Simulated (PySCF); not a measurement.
HBFO (SMILES [OH+]=BF), charge +1, singlet, at a GFN2-xTB geometry; DF-PBE0/d-aug-cc-pVDZ run with PySCF.

PySCF was given this input:
```python
from pyscf import gto, scf, dft
import numpy

mol = gto.M(
    atom='''
O    -0.000000   -0.000000   -1.175603
B     0.000000    0.000000    0.029982
F     0.000000    0.000000    1.266720
H    -0.000000   -0.000000   -2.145563
''',
    basis='d-aug-cc-pvdz',
    charge=1,
    spin=0,
    verbose=4,
    cart=True,
)
print('smallest overlap eigenvalue', numpy.linalg.eigvalsh(mol.intor('int1e_ovlp'))[0])

mf = dft.RKS(mol)
mf.xc = 'pbe0'
mf = mf.density_fit(auxbasis='def2-universal-jkfit')
mf.kernel()
mf.analyze()
```

What the program printed (banner, timings and long lists left out):

```
PySCF version 2.14.0

[INPUT] verbose = 4
[INPUT] num. atoms = 4
[INPUT] num. electrons = 22
[INPUT] charge = 1
[INPUT] spin (= nelec alpha-beta = 2S) = 0
[INPUT] symmetry False subgroup None
[INPUT] Mole.unit = angstrom
[INPUT] Cartesian GTO integrals (6d 10f)
[INPUT] Symbol           X                Y                Z      unit          X                Y                Z       unit  Magmom
[...]
nuclear repulsion = 59.388845320714
number of shells = 33
number of NR pGTOs = 156
number of NR cGTOs = 118
basis = d-aug-cc-pvdz
ecp = {}
smallest overlap eigenvalue 1.4210770025809302e-06

******** <class 'pyscf.df.df_jk.DFRKS'> ********
method = DFRKS
initial guess = minao
damping factor = 0
level_shift factor = 0
DIIS = <class 'pyscf.scf.diis.CDIIS'>
diis_start_cycle = 1
diis_space = 8
diis_damp = 0
SCF conv_tol = 1e-09
SCF conv_tol_grad = None
SCF max_cycles = 50
direct_scf = False
XC library pyscf.dft.libxc version 7.1.2
    S. Lehtola, C. Steigemann, M. J. T. Oliveira, and M. A. L. Marques,  SoftwareX 7, 1–5 (2018)
XC functionals = pbe0
    C. Adamo and V. Barone,  J. Chem. Phys. 110, 6158 (1999)
    M. Ernzerhof and G. E. Scuseria,  J. Chem. Phys. 110, 5029 (1999)
radial grids:
    Treutler-Ahlrichs [JCP 102, 346 (1995); DOI:10.1063/1.469408] (M4) radial grids

becke partition: Becke, JCP 88, 2547 (1988); DOI:10.1063/1.454033
pruning grids: <function nwchem_prune>
grids dens level: 3
symmetrized grids: False
atomic radii adjust function: <function treutler_atomic_radii_adjust>
small_rho_cutoff = 0
Set gradient conv threshold to 3.16228e-05
Initial guess from minao.
tot grids = 52200
******** <class 'pyscf.df.df.DF'> ********
auxbasis = def2-universal-jkfit
init E= -200.884784679655
[...]
cycle= 1 E= -200.013992493556  delta_E= 0.871  |g|= 0.594  |ddm|= 29.4
[...]
cycle= 2 E= -199.947888248258  delta_E= 0.0661  |g|= 0.871  |ddm|= 15.4
[...]
cycle= 3 E= -200.077992100884  delta_E= -0.13  |g|= 0.0625  |ddm|= 9.04
[...]
cycle= 4 E= -200.078502404099  delta_E= -0.00051  |g|= 0.0402  |ddm|= 0.686
[...]
cycle= 5 E= -200.078752372864  delta_E= -0.00025  |g|= 0.00516  |ddm|= 0.124
[...]
cycle= 6 E= -200.078756326014  delta_E= -3.95e-06  |g|= 0.000593  |ddm|= 0.0728
[...]
cycle= 7 E= -200.078756391828  delta_E= -6.58e-08  |g|= 5.53e-05  |ddm|= 0.0103
[...]
cycle= 8 E= -200.0787563923  delta_E= -4.72e-10  |g|= 1.57e-05  |ddm|= 0.000497
[...]
Extra cycle  E= -200.07875639232  delta_E= -2e-11  |g|= 1.26e-05  |ddm|= 0.000393
converged SCF energy = -200.07875639232
**** SCF Summaries ****
Total Energy =                        -200.078756392319946
Nuclear Repulsion Energy =              59.388845320714005
One-electron Energy =                 -386.462676641543908
Two-electron Energy =                  126.995074928509950
Two-electron Coulomb Energy =          150.027883038042887
DFT Exchange-Correlation Energy =      -23.032808109532944
HOMO-LUMO gap [eV] =                    12.769252006400826
**** MO energy ****
[...]
WARN: Weak orthogonality for localized orbitals 5.5220297878387155e-08

 ** Mulliken pop on meta-lowdin orthogonal AOs  **
 ** Mulliken pop  **
 ** Mulliken atomic charges  **
charge of    0O =     -0.31910
charge of    1B =      0.96044
charge of    2F =     -0.11836
charge of    3H =      0.47702

WARN: System has nonzero charge 1; the dipole moment is origin-dependent.
Location of origin: [0. 0. 0.]

Dipole moment(X, Y, Z, Debye):  0.00000,  0.00000, -3.38241
```
